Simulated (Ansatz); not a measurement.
`C[SiH2]N[SiH3]` and `C=CN[SiH2]C` differ in one atom or group.

Ansatz, PBE0-D4/def2-TZVP geometries, multiplicity 1. Each molecule was computed in one conformer, which needn't be the lowest.

| property | `C[SiH2]N[SiH3]` |
| --- | --- |
| size of the dipole moment (PBE/def2-TZVPP) / D | 1.31 |
| HOMO–LUMO gap (B3LYP/def2-TZVPP) / eV | 7.11 |
| HOMO–LUMO gap (PBE0/def2-TZVPP) / eV | 7.55 |
| size of the dipole moment (B3LYP/def2-TZVPP) / D | 1.27 |
| LUMO energy (PBE/def2-TZVPP) / eV | -0.65 |
| size of the dipole moment (ωB97M-V/def2-TZVPP) / D | 1.29 |

(1) Give the same properties after the change, and the shifts. (Best estimate.)

Answers

(1) Computed: 
| property | `C=CN[SiH2]C` | shift |
| --- | --- | --- |
| size of the dipole moment (PBE/def2-TZVPP) / D | 1.65 | 0.34 |
| HOMO–LUMO gap (B3LYP/def2-TZVPP) / eV | 6.28 | -0.83 |
| HOMO–LUMO gap (PBE0/def2-TZVPP) / eV | 6.74 | -0.81 |
| size of the dipole moment (B3LYP/def2-TZVPP) / D | 1.58 | 0.31 |
| LUMO energy (PBE/def2-TZVPP) / eV | -0.19 | 0.46 |
| size of the dipole moment (ωB97M-V/def2-TZVPP) / D | 1.55 | 0.26 |

With PBE0 the HOMO rises by 1.36 eV and the LUMO rises by 0.55 eV, so the gap narrows by about 0.81 eV. PBE moves the HOMO by 1.14 eV and ωB97M-V by 1.45 eV. Dipoles are sizes alone; their direction can turn.

B3LYP here is the variant with VWN-RPA as its local correlation; programs differ in this.
